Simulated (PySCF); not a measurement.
# Spinor energies of Ni (nickel, neutral)

Start: [Ar] 3d10. Calculated with PySCF 2.14 in x2c-SVPall-2c with one added diffuse shell each of s, d type (6s5p4d1f, 48 functions): generalised Hartree-Fock with the X2C-1e Hamiltonian and a Gaussian nucleus; one run each with spin-orbit coupling (SO) switched off, then screened by Boettger's factors. This is a chosen level, not necessarily the ground level.

| spinor shell | electrons | ε, spin-free (eV) | ε, screened SO (eV) | weight of nominal j (screened SO) | rms radius, screened SO (bohr) |
| --- | --- | --- | --- | --- | --- |
| 1s1/2 | 2 | -8389.4 | -8389.3 | 1.000 | 0.0625 |
| 2s1/2 | 2 | -1039.1 | -1039.1 | 1.000 | 0.265 |
| 2p1/2 | 2 | -888.84 | -900.92 | 1.000 | 0.236 |
| 2p3/2 | 4 | -888.84 | -882.94 | 1.000 | 0.239 |
| 3s1/2 | 2 | -125.29 | -125.30 | 1.000 | 0.801 |
| 3p1/2 | 2 | -79.745 | -81.376 | 1.000 | 0.853 |
| 3p3/2 | 4 | -79.745 | -78.953 | 1.000 | 0.861 |
| 3d3/2 | 4 | -7.160 | -7.366 | 1.000 | 1.41 |

(1) Where does 3d5/2 lie, and what is the 3d spin-orbit splitting (screened SO)?

```
   quantity    spin-free  screened SO
E (hartree)  -1518.61839  -1518.64348
        M_J            0            0
       ⟨J²⟩        0.000        0.000
       ⟨L²⟩        0.000        0.002
       ⟨S²⟩        0.000        0.002
```

Without spin-orbit coupling the j labels of p, d and f shells carry no meaning; the spin-free column gives the mean over the occupied spinors of each nl shell.

Results:

(1) At -7.029 eV, 0.338 eV above 3d3/2.
